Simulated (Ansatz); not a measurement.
Ansatz (an electronic-structure program) input (RI-MP2/aug-cc-pVTZ):
A basis named .json is the Basis Set Exchange file of that set.

Ansatz 0.2 input:
```yaml
crystal:
  periodic: [false, false, false]
  atoms:
    - {symbol: C, position_ang: [-1.93431127, 0.08716731, 0.35535192]}
    - {symbol: C, position_ang: [-0.75443489, 0.35236595, -0.56730188]}
    - {symbol: C, position_ang: [0.56497054, -0.08049930, 0.01824541]}
    - {symbol: O, position_ang: [0.73112130, -0.58792262, 1.09619992]}
    - {symbol: O, position_ang: [1.59147201, 0.17115359, -0.83087295]}
    - {symbol: H, position_ang: [-1.81802030, 0.61626239, 1.30089247]}
    - {symbol: H, position_ang: [-2.02155811, -0.97488479, 0.58326737]}
    - {symbol: H, position_ang: [-2.86220530, 0.41703101, -0.11285936]}
    - {symbol: H, position_ang: [-0.86969000, -0.16159067, -1.52561461]}
    - {symbol: H, position_ang: [-0.66814695, 1.41396254, -0.81502257]}
    - {symbol: H, position_ang: [2.40152788, -0.13083210, -0.39105182]}
basis:
  gaussian:
    orbitals: aug-cc-pVTZ
    fitting: {mean_field: def2-universal-jkfit, correlation: aug-cc-pVTZ-RIFIT.json}
magnetization: {spin_polarized: false}
correlation: {method: mp2, electrons: outside_noble_gas}
```

End of the output:

```
integrals: 0.54 GiB planned
487 factors; integrals over basis functions are off by at most 9.1e-1 eV
mean field: 1.19 GiB planned
mean field evaluation 1: about -7259.3707 eV, gradient 4.8e1 eV
mean field evaluation 2: about -7262.9415 eV, gradient 2.8e1 eV
mean field evaluation 4: about -7264.1823 eV, gradient 2.3e0 eV
mean field evaluation 8: about -7264.1970 eV, gradient 1.9e-6 eV
mean field -7264.19695115 eV, -266.9543141053 hartree, gradient 1.9e-6 eV, S^2 0.000000; 0 other end points of the search recorded, 0 dependent functions left out
5 core orbitals not correlated
806 factors; their error is unknown
reference -7264.19695115 eV, -266.9543141053 hartree; 15, 15 occupied and 348, 348 virtual orbitals, 806 factors
second order -27.02182154 eV of doubles, -0.00000000 eV of singles
Total energy: -7291.21877270 eV, -267.9473477310 hartree
```
